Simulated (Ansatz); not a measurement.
The same ligand exchange along the group B, Al, Ga, In.

Gas-phase electronic energies from Ansatz, PBE0-D4/def2-TZVP geometries. CBS: MP2 limit from def2 TZ/QZ plus the TZ coupled-cluster correction, frozen cores. This one scheme is used for every species. Functionals use def2-TZVPP. B3LYP here is the variant with VWN-RPA as its local correlation; programs differ in this. def2 core potentials past Kr. For Ga, In outer-core shells are correlated without core-valence functions, which leaves a few kJ/mol of doubt a bond. Scalar relativity is left out up to krypton. Each species was taken in one conformer, which may not be the lowest.

```csv
reaction,PBE-D4 (kcal/mol),B3LYP-D4 (kcal/mol),B2PLYP (kcal/mol),PBE0-D4 (kcal/mol),CCSD(T)/CBS(def2) (kcal/mol)
`B[SiH2]N` + `OCO` → `N[SiH2]OCO` + BH₃,-24.4,-29.8,-30.5,-26.2,-29.9
`N[SiH2][AlH2]` + `OCO` → `N[SiH2]OCO` + `[AlH3]`,-20.4,-26.3,-27.0,-22.0,-26.2
`N[SiH2][GaH2]` + `OCO` → `N[SiH2]OCO` + `[GaH3]`,-17.5,-22.3,-23.3,-19.1,-22.2
`N[SiH2][InH2]` + `OCO` → `N[SiH2]OCO` + `[InH3]`,-15.3,-20.0,-20.4,-16.8,-19.3
```

Largest T1 diagnostic: 0.014, for `[InH3]`.
